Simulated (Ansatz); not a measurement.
# CCSD(T) forces

CHBClI (SMILES ClB=CI), singlet, displaced at random from a GFN2-xTB minimum.

Cl1  (-1.019, -1.364, 1.918)
B2  (-0.490, -0.547, 0.533)
C3  (0.078, 0.123, -0.594)
I4  (1.519, 1.728, -0.206)
H5  (-0.132, -0.020, -1.657)
(Å)

Ansatz 0.2.0; basis: def2-TZVPP; cores frozen in the correlated methods. Filled d shells of the heavier atoms are correlated. Core potentials replace the inner electrons of the atoms past krypton. The def2 sets are not built for correlating such inner shells, so the correlated values are less sure here.

CCSD(T) forces from the calculation:
```csv
atom,Fx,Fy,Fz (eV/Å)
Cl1,0.024,0.150,-0.258
B2,0.873,0.806,-1.031
C3,-0.113,-0.059,0.894
I4,-0.879,-0.976,-0.111
H5,0.095,0.079,0.506
```

(1) Which atom feels the largest CCSD(T) force, and how large is it?

No T1 diagnostic of these runs exceeds 0.012. These are differences at one structure, and CCSD(T) in triple zeta is itself an approximation.

## Answers

(1) B2, 1.57 eV/Å, along (0.55, 0.51, -0.66).

Root-mean-square difference of the force components from those of CCSD(T): PBE0-D4 0.176; wB97M-V 0.218; r2SCAN-D4 0.151; PBE-D4 0.126; BHLYP-D4 0.323; r2SCAN0-D4 0.221 eV/Å.

For scale, one of the runs: CCSD(T)/def2-TZVPP forces, 168 basis functions (an equivalent command: `ansatz run in.yaml --threads 4`). Hardware: 4 CPU threads, shared host. Wall time 4 min; peak host memory 2.9 GiB.
